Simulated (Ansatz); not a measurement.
Ansatz (an electronic-structure program) input (RI-MP2/def2-QZVPP):
A basis named .json is the Basis Set Exchange file of that set.

Ansatz 0.2 input:
```yaml
crystal:
  periodic: [false, false, false]
  atoms:
    - {symbol: Pb, position_ang: [-0.00119146, 0.00638157, 0.63746618]}
    - {symbol: Cl, position_ang: [0.89090641, 1.01631851, -1.54608692]}
    - {symbol: Cl, position_ang: [-0.88515935, -1.04710020, -1.52874995]}
basis:
  gaussian:
    orbitals: def2-QZVPP.json
    fitting: {mean_field: def2-universal-jkfit, correlation: def2-QZVPP-RIFIT.json}
total_charge: 1
magnetization: {spin_polarized: true, initial_magnetization: 1}
correlation: {method: mp2, electrons: outside_noble_gas}
```

Output:

```
Functional definition: HF
integrals: 0.24 GiB planned
507 factors; integrals over basis functions are off by at most 1.5e0 eV
599 factors; integrals over basis functions are off by at most 7.5e-1 eV
mean field: 0.81 GiB planned
mean field evaluation 1: about -30213.4771 eV, gradient 3.1e1 eV
mean field evaluation 2: about -30216.4217 eV, gradient 2.9e1 eV
mean field evaluation 4: about -30220.2625 eV, gradient 2.0e0 eV
mean field evaluation 8: about -30220.4281 eV, gradient 2.9e-1 eV
mean field evaluation 16: about -30220.4401 eV, gradient 1.3e-3 eV
mean field evaluation 32: about -30222.6425 eV, gradient 2.5e-6 eV
mean field evaluation 64: about -30221.5851 eV, gradient 6.4e0 eV
mean field evaluation 96: about -30221.2968 eV, gradient 7.8e-1 eV
mean field -30222.64245179 eV, -1110.6616244605 hartree, gradient 1.6e-6 eV, S^2 0.784403; 9 other end points of the search recorded, 0 dependent functions left out
19 core orbitals not correlated
reference -30222.64245179 eV, -1110.6616244605 hartree; 9, 8 occupied and 194, 195 virtual orbitals, 599 factors
second order -12.75507921 eV of doubles, -0.00000000 eV of singles
Total energy: -30235.39753100 eV, -1111.1303649758 hartree
```
